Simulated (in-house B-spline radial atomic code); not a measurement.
## RPA and G0W0 on r2SCAN: the aluminium ion Al³⁺

Configuration [He] 2s2 2p6, mean-field start r2SCAN. Computed with an all-electron radial atomic-structure program (B-spline basis): all electrons, non-relativistic, point nucleus, each spin shell either full or empty, empty states to l = 9 with an (l + 1/2)⁻⁴ tail; G0W0 by contour deformation at full frequency.

Command:
```bash
python run_gw.py task.json out
```
Settings (radii: box in bohr, nucleus in fm):
```
Z                        13
electrons                10
configuration            [He] 2s2 2p6
hamiltonian              nr
method                   r2scan
lmax                     9
spin_polarised           False
box_radius               14.14
intervals                48
```

Run time, properties included: 0.4 s on 1 thread of Intel(R) Xeon(R) 6975P-C (shared host).

Energies (hartree):

```json
{"term": "mean-field total", "value": "-240.39365"}
{"term": "Hartree-Fock functional on these orbitals", "value": "-239.99684"}
{"term": "direct second order", "value": "-0.66995"}
{"term": "second-order exchange", "value": "0.23705"}
{"term": "SOSEX correction", "value": "0.21868"}
```

Task: What is the RPA correlation energy, and what remains with SOSEX?

Result: RPA gives -0.59718 hartree (-1.63 eV per electron); RPA + SOSEX gives -0.3785, and the second-order doubles -0.4329 hartree (no singles). SOSEX takes back 37 % of the RPA value.

Quasi-particle levels (eV):

| level | occupied | mean field | Σx - vxc | Σc | QP weight | G0W0 |
| --- | --- | --- | --- | --- | --- | --- |
| 2p | yes | -105.74 | -16.10 | ? | ? | ? |
| 2s | yes | -145.57 | -21.82 | 5.47 | 0.929 | -161.93 |
| 3s | no | -29.951 | 2.12 | -0.47 | 0.996 | -28.301 |

G0W0 = mean field + (Σx - vxc) + Σc, with Σc (partial-wave tail included) taken at the quasi-particle energy. Levels of low weight are left out.

Task: Where does G0W0 put 2p?

Result: At -119.69 eV, with Σc = 2.15 eV and a quasi-particle weight of 0.959. The tabulated removal energy is 119.992 ± 0.0019 eV (NIST, measured); the calculation leaves out relativity, Breit and QED terms, and what these don't explain is the method's own error.
